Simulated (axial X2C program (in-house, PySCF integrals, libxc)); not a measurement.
# SrCl⁻: cheaper levels and CCSD(T), with spin–orbit coupling

All values were computed with an in-house relativistic program for diatomic molecules. Two-component (2c) means X2C with spin–orbit coupling and atomic mean-field two-electron Coulomb and Gaunt terms. Basis: Sr dyall-acv3z [14s13p9d6f1g], Cl dyall-av3z [9s8p3d2f] (cores contracted in-house); Gaussian nuclei, density fitting, unrestricted open shells. Masses: Sr 87.906 u, Cl 34.969 u.

State: Ω = 0 (closed shell); fragments Sr + Cl-.

```
    level  Re (Å)  ωe (cm⁻¹)  De (eV)
     PBE0   2.675      242.0     1.90
       HF   2.751      231.0     1.76
      MP2   2.748      230.4     1.83
     CCSD   2.751      230.6     1.90
BHandHLYP   2.709      235.0     1.73
```

Correlated methods: 10 electrons correlated (number of frozen shells: Sr 4 s, 3 p, 1 d; Cl 2 s, 1 p), 292 virtual spin orbitals or spinors in MP2, 90 natural virtuals in coupled cluster.

CCSD(T), same Hamiltonian and basis:

Re = 2.751 Å, ωe = 230.4 cm⁻¹, De = 1.90 eV; T1 = 0.017 (Lee–Taylor normalisation).

Task: Give the differences from CCSD(T) in the columns below.

Result: 

```json
{"level": "PBE0", "ΔRe (Å)": "-0.076", "Δωe (cm⁻¹)": "11.6", "ΔDe (eV)": "0.00"}
{"level": "HF", "ΔRe (Å)": "0.000", "Δωe (cm⁻¹)": "0.6", "ΔDe (eV)": "-0.14"}
{"level": "MP2", "ΔRe (Å)": "-0.003", "Δωe (cm⁻¹)": "0.0", "ΔDe (eV)": "-0.07"}
{"level": "CCSD", "ΔRe (Å)": "0.000", "Δωe (cm⁻¹)": "0.2", "ΔDe (eV)": "0.00"}
{"level": "BHandHLYP", "ΔRe (Å)": "-0.042", "Δωe (cm⁻¹)": "4.6", "ΔDe (eV)": "-0.17"}
```

The state is a single determinant with fixed occupations, the lowest that a limited PBE0 search found. Dissociation energies refer to the lowest single-determinant-based atoms at the same level and basis. Coupled cluster ran in a truncated set of natural virtual spinors; the MP2 energy of the rest was added. (T) has no such correction and the atoms are truncated less, which lowers De at CCSD(T) by a hundredth of an eV or more. The outer-core s and p shells of the metal are frozen in the correlated rows, which leaves out core–valence correlation; for alkali and alkaline-earth bonds that tends to lengthen them. The highest occupied level of some functionals is positive through self-interaction error; at Hartree–Fock it is bound. With the outer-core shells frozen, correlated bond lengths of heavy atoms tend to come out a few hundredths of an ångström too long. Hartree–Fock gets electron affinities wrong, so its lowest charge split need not be the true one.
